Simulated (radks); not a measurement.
Q: The mean radii <r> (bohr) of the occupied orbitals of an atom or ion are listed with their occupations. All-electron calculation, scalar-relativistic Kohn-Sham, PBE, spin-unpolarised, spherical densities, point nucleus. Program: a radial shooting solver on a logarithmic mesh with Libxc functionals.

orbital  occ.      <r>
1s          2  0.02232
2s          2  0.09509
2p          6  0.08388
3s          2   0.2484
3p          6   0.2466
3d         10   0.2242
4s          2   0.5327
4p          6   0.5520
4d          5   0.5674

Name the element and its charge.

A: Z = 63, europium, charge +22: Eu22+ in [Kr] 4d5. The 1s radius gives Z: for a bare nucleus <r> = (2 gamma + 1)/(2Z) with gamma = sqrt(1 - (Z/c)^2), 0.02203 bohr for Z = 63, and screening makes it slightly larger (0.02232 here). The occupations add up to 41, and the charge is Z minus that.
